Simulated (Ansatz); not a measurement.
Basis-set series for `[SiH3][SnH2][SH]`. Total charge 0; spin multiplicity 1. Sn: def2 effective core potential. All single points use the PBE0-D4/def2-TZVP geometry. It is one conformer, not always the lowest.

```csv
functional,basis,functions,energy (Eh),HOMO (eV),LUMO (eV)
PBE0-D4,def2-SVP,92,-905.11897,-7.04,-0.51
PBE0-D4,def2-QZVPP,402,-905.39480,-7.21,-0.83
ωB97M-V,def2-SVP,92,-905.25692,-9.19,1.30
ωB97M-V,def2-QZVPP,402,-905.53446,-9.41,0.68
```

Question: Give the rows for def2-TZVPP. (An estimate is asked.)

Answer: Computed: 
| functional | basis | functions | energy (Eh) | HOMO (eV) | LUMO (eV) |
| --- | --- | --- | --- | --- | --- |
| PBE0-D4 | def2-TZVPP | 218 | -905.37061 | -7.18 | -0.75 |
| ωB97M-V | def2-TZVPP | 218 | -905.51132 | -9.37 | 0.90 |

Positive LUMOs are unbound and depend on the basis.
